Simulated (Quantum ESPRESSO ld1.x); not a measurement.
The aim is the palladium ion Pd2+ in [Kr] 4d8. This ld1.x (Quantum ESPRESSO 7.5) run was made with `OMP_NUM_THREADS=1 ld1.x < ld1.in > ld1.out`. Can the result be used? Name any fault.

```
 &input
    zed=46.0,
    iswitch=1,
    rel=1,
    lsd=1,
    dft='SLA-VWN',
    config='[Kr] 4d8 5d-1',
    prefix='ld1',
    max_out_wfc=37,
    file_charge='ld1.rho',
 /
```

Output (excerpt):

```
     Program LD1 v.7.5 starts

     --------------------------- All-electron run ----------------------------

     scalar relativistic calculation

     atomic number is 46.00
     dft =SLA-VWN   lsd =1 sic =0 latt =0  beta=0.20 tr2=1.0E-14
     Exchange-correlation= SLA-VWN
                           (   1   2   0   0   0   0   0)
     mesh =2055 r(mesh) =  99.81901 a.u. xmin = -8.00 dx = 0.00800
     1 Ry =  13.60569312 eV, c = 137.03599908

     n l     nl                  e(Ry)          e(Ha)          e(eV)
     1 0     1S 1( 1.00)     -1775.8084      -887.9042    -24161.1048
     2 0     2S 1( 1.00)      -260.9502      -130.4751     -3550.4083
     2 1     2P 1( 3.00)      -234.3045      -117.1522     -3187.8745
     3 0     3S 1( 1.00)       -48.5492       -24.2746      -660.5459
     3 1     3P 1( 3.00)       -39.7927       -19.8963      -541.4068
     4 0     4S 1( 1.00)        -8.1714        -4.0857      -111.1778
     4 1     4P 1( 3.00)        -5.6502        -2.8251       -76.8749
     3 2     3D 1( 5.00)       -25.8422       -12.9211      -351.6005
     4 2     4D 1( 5.00)        -2.0719        -1.0359       -28.1894
     1 0     1S 2( 1.00)     -1775.8080      -887.9040    -24161.0987
     2 0     2S 2( 1.00)      -260.9247      -130.4623     -3550.0611
     2 1     2P 2( 3.00)      -234.2843      -117.1422     -3187.6005
     3 0     3S 2( 1.00)       -48.5313       -24.2657      -660.3023
     3 1     3P 2( 3.00)       -39.7732       -19.8866      -541.1423
     4 0     4S 2( 1.00)        -8.0703        -4.0352      -109.8023
     4 1     4P 2( 3.00)        -5.5467        -2.7733       -75.4666
     3 2     3D 2( 5.00)       -25.8164       -12.9082      -351.2496
     4 2     4D 2( 3.00)        -1.9741        -0.9871       -26.8593

     final scf error:  9.1E-15 reached in  33 iterations

     Etot =  -10080.112705 Ry,   -5040.056352 Ha, -137146.920104 eV
     Total magnetization:    2.00 Bohr mag.

     Ekin =   10452.965813 Ry,    5226.482907 Ha,  142219.845079 eV
     Encl =  -24287.265771 Ry,  -12143.632885 Ha, -330445.084873 eV
     Eh   =    4030.829602 Ry,    2015.414801 Ha,   54842.230592 eV
     Exc  =    -276.642349 Ry,    -138.321174 Ha,   -3763.910901 eV
```

Answer. Yes, it can be used (harmless). The line at issue: config='[Kr] 4d8 5d-1'. A negative occupation marks a state as unused; the result equals that of the sound run.
